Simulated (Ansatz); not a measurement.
Frontier orbitals of `COBB(F)Cl`.

The species carries charge 0 and has multiplicity 1. All single points use the PBE0-D4/def2-TZVP geometry. It is one conformer, not always the lowest. Basis def2-TZVPP, Ansatz.

```json
{"functional": "PBE0", "HOMO (eV)": "-8.15", "LUMO (eV)": "-0.89"}
```

Task: Give HOMO and LUMO (eV) with LDA (SPW92), PBE, revPBE, BLYP, r2SCAN, B97M-V, B3LYP, r2SCANh, r2SCAN0, HSE06 (plane-wave form), BHLYP, CAM-B3LYP, LC-ωPBE, ωB97X-V, ωB97M-V, HF. (Estimate.)

Result: The calculation gave: 
```
             functional    HOMO   LUMO
            LDA (SPW92)   -6.84  -2.17
                    PBE   -6.73  -1.87
                 revPBE   -6.68  -1.75
                   BLYP   -6.64  -1.70
                 r2SCAN   -7.03  -1.56
                 B97M-V   -7.13  -1.59
                  B3LYP   -7.94  -1.09
                r2SCANh   -7.56  -1.22
                r2SCAN0   -8.34  -0.70
HSE06 (plane-wave form)   -7.74  -1.28
                  BHLYP   -9.51   0.18
              CAM-B3LYP   -9.58   0.26
                LC-ωPBE  -10.90   1.48
                ωB97X-V  -10.56   1.37
                ωB97M-V  -10.38   1.12
                     HF  -11.56   2.59
```

B3LYP here is the variant with VWN-RPA as its local correlation; programs differ in this. LC-ωPBE has ω = 0.4 bohr⁻¹. Positive LUMOs are unbound and depend on the basis.
